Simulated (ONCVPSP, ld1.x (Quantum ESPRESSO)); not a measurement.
## Potentials for Zr (Z = 40) compared

Generated with ld1.x 7.5 (TM, RRKJ, ultrasoft, PAW), atompaw 4.2 or ONCVPSP 4.0.1. The cutoff is in Ry: for ld1.x and atompaw files where the sum of valence levels is converged to 10 mRy in a Bessel basis, for ONCV files where the hardest occupied wave has 1 mHa per electron of residual kinetic energy. The error is the largest all-electron minus pseudo excitation energy over each file’s own four to seven test configurations (ionisations up to +4, promotions, holes and added fractions of an electron), all of which were solved. The labels leave out finer settings (local radius, basis sizes, second energies), which also bear on the numbers. Spin-polarised tests are not counted. The rows are a selection from randomly drawn settings: files with unsolved tests, undetermined cutoffs or missed reference levels are left out.

A true bound ghost makes a file unfit for plane-wave use even where its test errors are small: the radial tests pick states by their node count and pass the ghost by.

```tsv
potential	cutoff (Ry)	largest error (meV)	bound ghosts
ONCV, LDA (Perdew-Zunger), scalar-relativistic, rc 1.85/1.75/3.05 (spd), local smoothed, core correction no, reference 4s2 4p6 4d2 5s2, qcut 5.7/9.3/4.6, projectors 2/2/2	53	+42	none
ONCV, PBEsol, scalar-relativistic, rc 2.00/1.90/2.35 (spd), local smoothed, core correction no, reference 4s2 4p6 4d2 5s2, qcut 5.5/8.4/6.5, projectors 2/1/1	33	+23	none
TM semilocal, PBEsol, scalar-relativistic, rc 2.60/2.25/2.25 (spd), local s, core correction no, reference 4p6 4d2 5s2 5p0	30	+178	none
ultrasoft, PBE, scalar-relativistic, rc 3.40/3.10/1.85 (spd), local smoothed, core correction no, reference 4d2 5s2 5p0	25	+297	s, p
RRKJ, LDA (PZ), scalar-relativistic, rc 3.40/4.20/2.25 (spd), local s, core correction yes, reference 4d2 5s2 5p0	25	-313	none
ONCV, LDA (Perdew-Zunger), scalar-relativistic, rc 2.25/2.05/1.80/2.10 (spdf), local smoothed, core correction yes, reference 4s2 4p6 4d2 5s1.5 5p0.5, qcut 6.5/6.1/6/5.4, projectors 2/2/2/2	29	-6.5	none
```

(1) Fill in the row for Zr: ONCV, PBE, scalar-relativistic, rc 2.40/1.55/1.70 (spd), local smoothed, core correction yes, reference 4s2 4p6 4d2 5s1.5, qcut 4.5/5.6/5.5, projectors 2/2/2.

Answers

(1) cutoff 32 Ry, largest error -8.1 meV, bound ghosts: none.
